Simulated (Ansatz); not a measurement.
```yaml
crystal:
  periodic: [false, false, false]
  atoms:
    - {symbol: N, position_ang: [2.189597, 1.269539, -0.735021]}
    - {symbol: C, position_ang: [1.299241, 0.591735, -0.508745]}
    - {symbol: O, position_ang: [1.096728, -0.627443, -0.952933]}
    - {symbol: B, position_ang: [0.202650, -0.175930, -0.198898]}
    - {symbol: Si, position_ang: [-1.403775, -0.712873, 0.528070]}
    - {symbol: H, position_ang: [2.094939, 2.090454, -0.296018]}
    - {symbol: H, position_ang: [-2.372953, 0.162190, 0.122676]}
    - {symbol: H, position_ang: [-1.726693, -1.980191, 0.134892]}
    - {symbol: H, position_ang: [-1.298315, -0.660078, 1.890244]}
basis:
  gaussian: {orbitals: ANO-RCC-VTZP}
magnetization: {spin_polarized: true, initial_magnetization: 6}
hamiltonian: {xc: {name: PBE0}, dispersion: d3bj}
```

```sh
$ ansatz run in.yaml --threads 2 --pin off --events-out ev --progress --plain --max-ram 4352MiB
```

It prints (some lines left out):

```
Functional definition: PBE0
1523 factors; their error is unknown
mean field evaluation 1: about -13169.2748 eV, gradient 5.0e1 eV
mean field evaluation 2: about -13044.3370 eV, gradient 1.2e2 eV
mean field evaluation 4: about -13160.1761 eV, gradient 5.2e1 eV
mean field evaluation 8: about -13183.4464 eV, gradient 3.7e0 eV
mean field evaluation 16: about -13183.6716 eV, gradient 1.4e-4 eV
mean field -13183.67157200 eV, -484.4909940575 hartree, gradient 8.9e-6 eV, S^2 12.014910; 7 other end points of the search recorded, 0 dependent functions left out
reference -13183.67163153 eV, -484.4909962450 hartree; 25, 19 occupied and 185, 191 virtual orbitals, 1523 factors
Total energy: -13183.82564135 eV, -484.4966560017 hartree
Relativity: scalar
```

Task: What is wrong with this run?

Result: The spin is set far too high for this molecule. The run converged. The result belongs to that input, not to the molecule as meant.
